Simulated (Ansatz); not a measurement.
Computed with Ansatz on PBE0-D4/def2-TZVP structures; ΔE is electronic, products minus reactants. CBS: MP2 limit from def2 TZ/QZ plus the TZ coupled-cluster correction, frozen cores. This one scheme is used for every species. Functionals use def2-TZVPP. B3LYP here is the variant with VWN-RPA as its local correlation; programs differ in this. HSE06 is defined as in plane-wave codes. One conformer a species, not always the lowest.

Consider the cleavage of the Si–Si bond: `CO[SiH2][SiH2]F` + silanol → `CO[SiH2]O[SiH3]` + `F[SiH3]`.

```json
{"level": "LDA (SPW92)", "ΔE (kJ/mol)": "-122.1", "difference from CCSD(T)/CBS": "25.8"}
{"level": "PBE-D4", "ΔE (kJ/mol)": "-117.7", "difference from CCSD(T)/CBS": "30.2"}
{"level": "revPBE-D4", "ΔE (kJ/mol)": "-118.7", "difference from CCSD(T)/CBS": "29.2"}
{"level": "BLYP-D4", "ΔE (kJ/mol)": "-137.3", "difference from CCSD(T)/CBS": "10.6"}
{"level": "r2SCAN-D4", "ΔE (kJ/mol)": "-139.5", "difference from CCSD(T)/CBS": "8.4"}
{"level": "B97M-V", "ΔE (kJ/mol)": "-140.2", "difference from CCSD(T)/CBS": "7.7"}
{"level": "PBE0-D4", "ΔE (kJ/mol)": "-128.3", "difference from CCSD(T)/CBS": "19.6"}
{"level": "B3LYP-D4", "ΔE (kJ/mol)": "-144.6", "difference from CCSD(T)/CBS": "3.3"}
{"level": "r2SCANh-D4", "ΔE (kJ/mol)": "-141.6", "difference from CCSD(T)/CBS": "6.3"}
{"level": "r2SCAN0-D4", "ΔE (kJ/mol)": "-144.5", "difference from CCSD(T)/CBS": "3.4"}
{"level": "HSE06-D4", "ΔE (kJ/mol)": "-128.1", "difference from CCSD(T)/CBS": "19.8"}
{"level": "BHLYP-D4", "ΔE (kJ/mol)": "-157.3", "difference from CCSD(T)/CBS": "-9.4"}
{"level": "CAM-B3LYP-D4", "ΔE (kJ/mol)": "-151.8", "difference from CCSD(T)/CBS": "-3.9"}
{"level": "ωB97X-V", "ΔE (kJ/mol)": "-142.4", "difference from CCSD(T)/CBS": "5.5"}
{"level": "ωB97M-V", "ΔE (kJ/mol)": "-148.5", "difference from CCSD(T)/CBS": "-0.6"}
{"level": "B2PLYP", "ΔE (kJ/mol)": "-150.3", "difference from CCSD(T)/CBS": "-2.4"}
{"level": "PBE-QIDH", "ΔE (kJ/mol)": "-143.8", "difference from CCSD(T)/CBS": "4.1"}
{"level": "PBE", "ΔE (kJ/mol)": "-116.9", "difference from CCSD(T)/CBS": "31.0"}
{"level": "BLYP", "ΔE (kJ/mol)": "-135.7", "difference from CCSD(T)/CBS": "12.2"}
{"level": "r2SCAN", "ΔE (kJ/mol)": "-139.1", "difference from CCSD(T)/CBS": "8.8"}
{"level": "PBE0", "ΔE (kJ/mol)": "-127.6", "difference from CCSD(T)/CBS": "20.3"}
{"level": "B3LYP", "ΔE (kJ/mol)": "-143.6", "difference from CCSD(T)/CBS": "4.3"}
{"level": "r2SCANh", "ΔE (kJ/mol)": "-141.2", "difference from CCSD(T)/CBS": "6.7"}
{"level": "r2SCAN0", "ΔE (kJ/mol)": "-144.1", "difference from CCSD(T)/CBS": "3.8"}
{"level": "HSE06", "ΔE (kJ/mol)": "-127.5", "difference from CCSD(T)/CBS": "20.4"}
{"level": "BHLYP", "ΔE (kJ/mol)": "-157.0", "difference from CCSD(T)/CBS": "-9.1"}
{"level": "LC-ωPBE", "ΔE (kJ/mol)": "-136.2", "difference from CCSD(T)/CBS": "11.7"}
{"level": "RPA@PBE/def2-TZVPP", "ΔE (kJ/mol)": "-148.9", "difference from CCSD(T)/CBS": "-1.0"}
{"level": "HF/def2-SVP", "ΔE (kJ/mol)": "-163.7", "difference from CCSD(T)/CBS": "-15.8"}
{"level": "MP2/def2-SVP", "ΔE (kJ/mol)": "-153.3", "difference from CCSD(T)/CBS": "-5.4"}
{"level": "CCSD/def2-SVP", "ΔE (kJ/mol)": "-148.6", "difference from CCSD(T)/CBS": "-0.7"}
{"level": "CCSD(T)/def2-SVP", "ΔE (kJ/mol)": "-146.4", "difference from CCSD(T)/CBS": "1.5"}
{"level": "MP2/def2-TZVPP", "ΔE (kJ/mol)": "-156.7", "difference from CCSD(T)/CBS": "-8.8"}
{"level": "SCS-MP2/def2-TZVPP", "ΔE (kJ/mol)": "-159.5", "difference from CCSD(T)/CBS": "-11.6"}
{"level": "CCSD/def2-TZVPP", "ΔE (kJ/mol)": "-152.2", "difference from CCSD(T)/CBS": "-4.3"}
{"level": "HF/def2-QZVPP", "ΔE (kJ/mol)": "-174.8", "difference from CCSD(T)/CBS": "-26.9"}
{"level": "SCS-MP2/def2-QZVPP", "ΔE (kJ/mol)": "-159.6", "difference from CCSD(T)/CBS": "-11.7"}
{"level": "HF/CBS(def2)", "ΔE (kJ/mol)": "-175.2", "difference from CCSD(T)/CBS": "-27.3"}
{"level": "MP2/CBS(def2)", "ΔE (kJ/mol)": "-155.5", "difference from CCSD(T)/CBS": "-7.6"}
{"level": "CCSD/CBS(def2)", "ΔE (kJ/mol)": "-151.0", "difference from CCSD(T)/CBS": "-3.1"}
{"level": "CCSD(T)/CBS", "ΔE (kJ/mol)": "-147.9", "difference from CCSD(T)/CBS": "0"}
```

Largest T1 diagnostic among the species: 0.012.

Leaving LDA and LC-ωPBE aside and taking each functional with its dispersion term where it has one, the values spread over 39.6 kJ/mol, from BHLYP-D4 to PBE-D4. LDA lies −5.2 kJ/mol from PBE without D4. From BLYP to BHLYP (50 % exact exchange), in def2-TZVPP and without D4, ΔE moves by −21.4 kJ/mol.

CCSD(T)/CBS has its own doubt, a few kJ/mol and more with outer-core shells, so smaller differences from it don't rank the levels.
